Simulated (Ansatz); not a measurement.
Born–Oppenheimer molecular dynamics of Cl₂GaH (4 atoms, charge 0, multiplicity 1). It starts from a relaxed structure.

The calculation used RKS LDA/def2-SVP (Ansatz 0.2.0).

```yaml
ensemble: NVT, Nosé–Hoover chain
time_step: 0.5 fs
steps_asked: 500
set_temperature: 400 K
thermostat: time constant 3 fs, chain length 1
seed: 957092
```

Frames 5 fs apart, positions in Å.

Velocities at 155.0 fs (Å/ps):

```
Ga -0.92 -0.01 -1.11
H 30.04 0.21 -19.11
Cl 1.36 0.00 1.44
Cl -0.41 0.01 1.29
```

```xyz
4
Properties=species:S:1:pos:R:3 time_fs=155.0 energy_less_start_eV=0.095 T=326
Ga -0.006 0.000 -0.043
H -0.141 -0.010 1.557
Cl 1.808 0.000 -1.068
Cl -1.792 0.000 -1.066
4
Properties=species:S:1:pos:R:3 time_fs=160.0 energy_less_start_eV=0.099 T=348
Ga -0.010 0.000 -0.047
H 0.033 -0.008 1.440
Cl 1.817 0.000 -1.061
Cl -1.797 0.000 -1.062
4
Properties=species:S:1:pos:R:3 time_fs=165.0 energy_less_start_eV=0.087 T=458
Ga -0.013 0.000 -0.049
H 0.208 -0.006 1.502
Cl 1.829 0.000 -1.058
Cl -1.810 0.000 -1.063
4
Properties=species:S:1:pos:R:3 time_fs=170.0 energy_less_start_eV=0.144 T=314
Ga -0.012 0.000 -0.047
H 0.315 -0.002 1.552
Cl 1.843 0.000 -1.058
Cl -1.829 0.000 -1.068
4
Properties=species:S:1:pos:R:3 time_fs=175.0 energy_less_start_eV=0.124 T=468
Ga -0.008 0.000 -0.039
H 0.308 0.003 1.427
Cl 1.864 0.000 -1.062
Cl -1.857 0.000 -1.076
4
Properties=species:S:1:pos:R:3 time_fs=180.0 energy_less_start_eV=0.087 T=391
Ga -0.004 0.000 -0.035
H 0.243 0.007 1.476
Cl 1.879 0.000 -1.066
Cl -1.877 0.000 -1.082
4
Properties=species:S:1:pos:R:3 time_fs=185.0 energy_less_start_eV=0.111 T=303
Ga 0.000 0.000 -0.032
H 0.122 0.010 1.599
Cl 1.888 0.000 -1.071
Cl -1.891 0.000 -1.086
4
Properties=species:S:1:pos:R:3 time_fs=190.0 energy_less_start_eV=0.076 T=566
Ga 0.004 0.000 -0.027
H -0.078 0.010 1.525
Cl 1.895 0.000 -1.076
Cl -1.901 0.000 -1.089
4
Properties=species:S:1:pos:R:3 time_fs=195.0 energy_less_start_eV=0.136 T=169
Ga 0.008 0.000 -0.024
H -0.239 0.009 1.462
Cl 1.897 0.000 -1.079
Cl -1.905 0.000 -1.089
4
Properties=species:S:1:pos:R:3 time_fs=200.0 energy_less_start_eV=0.221 T=436
Ga 0.011 0.000 -0.025
H -0.395 0.006 1.568
Cl 1.891 0.000 -1.081
Cl -1.902 0.000 -1.089
4
Properties=species:S:1:pos:R:3 time_fs=205.0 energy_less_start_eV=0.320 T=845
Ga 0.014 0.000 -0.028
H -0.536 -0.003 1.564
Cl 1.870 0.000 -1.079
Cl -1.882 0.000 -1.085
4
Properties=species:S:1:pos:R:3 time_fs=210.0 energy_less_start_eV=0.228 T=162
Ga 0.014 0.000 -0.028
H -0.509 -0.012 1.395
Cl 1.846 0.000 -1.077
Cl -1.860 0.000 -1.083
```

Of the whole run (250 fs, mean temperature of the second half 401 K): The conserved energy stayed within 0.25 meV per atom of its start (net change -0.044 meV per atom), so the integration is sound. A run of 0.25 ps of so small a system gives no equilibrium averages.

The run took 4.2 min on 2 threads of Arm Neoverse V2, on a shared host, peak memory 0.13 GiB.
